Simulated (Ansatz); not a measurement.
Saddle point of CH$_{9}$NSn, singlet (CH₇NSn ([CH3][NH][SnH3]) + H₂ → CH₅N ([CH3][NH2]) + SnH₄; bonds formed: Sn1–H8, N2–H7; bonds broken: Sn1–N2, H7–H8), PBE0-D4/def2-TZVP structure:

Sn1  (-0.574, 1.177, 0.863)
N2  (0.167, -0.742, 0.155)
C3  (0.159, -0.984, -1.282)
H4  (-2.209, 0.852, 0.372)
H5  (-0.050, 2.494, -0.077)
H6  (-0.600, 1.352, 2.554)
H7  (1.180, -0.194, 0.639)
H8  (1.614, 0.698, 1.100)
H9  (-0.194, -1.540, 0.672)
H10  (0.640, -1.934, -1.526)
H11  (-0.854, -0.993, -1.698)
H12  (0.722, -0.186, -1.774)
(Å)

Energies are electronic, without zero-point energy. Barriers and step energies count from the start structure reached by relaxing down the imaginary mode; all methods use the PBE0-D4 structures, on which another method's saddle can fall below an end. Computed with Ansatz 0.2.0 (basis: def2-TZVPP, with def2-QZVPP for the basis limit); correlated methods freeze the cores. Filled d shells of the heavier atoms are correlated. Core potentials replace the inner electrons of the atoms past krypton. The def2 sets are not built for correlating such inner shells, so the correlated values are less sure here. B3LYP uses VWN-RPA correlation. Extrapolation: Hartree–Fock as exp(−7.88 √X), correlation as X^−2.97.

```
      method  barrier (kJ/mol)  step energy (kJ/mol)
       SPW92              80.9                 -59.1
      PBE-D4                 ?                 -47.8
     BLYP-D4             124.3                 -41.8
   r2SCAN-D4                 ?                 -48.5
      B97M-V                 ?                 -60.5
     PBE0-D4             121.9                 -54.1
    B3LYP-D4             132.5                 -48.3
  r2SCAN0-D4             129.3                 -54.1
    BHLYP-D4             146.2                 -55.1
CAM-B3LYP-D4             137.2                 -52.3
     wB97X-V             141.2                 -51.1
     wB97M-V             138.3                 -53.0
      B2PLYP             142.8                 -45.9
    PBE-QIDH             137.1                 -51.4
  RPA on PBE             146.5                 -45.6
          HF             182.2                 -61.7
         MP2             148.0                 -39.3
        CCSD             151.6                 -51.6
     CCSD(T)             145.2                 -47.7
```

Task: Fill in the withheld barriers. (To be estimated.)

Result: Computed: PBE-D4 110.4; B97M-V 119.4; r2SCAN-D4 120.9 kJ/mol. Each is the energy of the saddle less that of the start structure, by the same method.

For comparison, the barrier by CCSD(T) at an estimated basis limit (MP2 extrapolated from triple and quadruple zeta, plus CCSD(T) − MP2 in triple zeta) is 141.5 kJ/mol.

The T1 diagnostic stays at or below 0.014.

Labels in which every atom is bracketed show which atoms are joined, not bond orders.

For scale, one of the runs: CCSD(T)/def2-TZVPP, 238 basis functions, launched by `ansatz run in.yaml --threads 4 --pin off --events-out ev --progress --plain --max-ram 9574MiB`. Time: 2.5 min of wall clock on 4 CPU threads of an Arm Neoverse V1; the host was shared. Peak host memory: 5 GiB.
